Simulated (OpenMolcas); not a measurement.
A calculation on Sb2+.

```
Program             : OpenMolcas 26.06
Method              : SS-CASPT2, IPEA 0.25 Eh, imaginary shift 0.1 Eh (closed shells correlated: 4d 5s)
Basis               : ANO-RCC-VTZP [7s6p4d2f1g]
Scalar Hamiltonian  : DKH2, point nucleus
Active space        : 1 electron in 3 orbitals (5p)
State averaging     : 2S+1 = 2 odd, 3 roots
Spin-orbit coupling : state interaction with AMFI integrals over the reference wave functions, term energies averaged over their components
```

**Question.** Which level of the active space comes out lowest?

**Answer.** 5s2 5p 2P* 1/2, with 100 % of that term; it is also the measured ground level.

**Question.** How high does 5s2 5p 2P* 3/2 lie?

**Answer.** 0.728 eV above the lowest level; measured 0.8153 eV above the ground level, so the calculation is off by -11 %.

Measured values: Moore, Atomic Energy Levels, vol. III, NSRDS-NBS 35 (1971 reprint of NBS Circular 467, 1958).

With one active electron, CASPT2 adds the correlation within the correlated inactive shells and between them and that electron, and leaves the splitting within a term as the reference gives it. Computed and measured levels are paired by configuration, term and J; levels that our copy of the source lacks, or whose pairing is in doubt (as where it misses far off the trend of its configuration), stay unpaired and out of the deviations. Levels of configurations outside the active space are missing.

* marks odd parity.
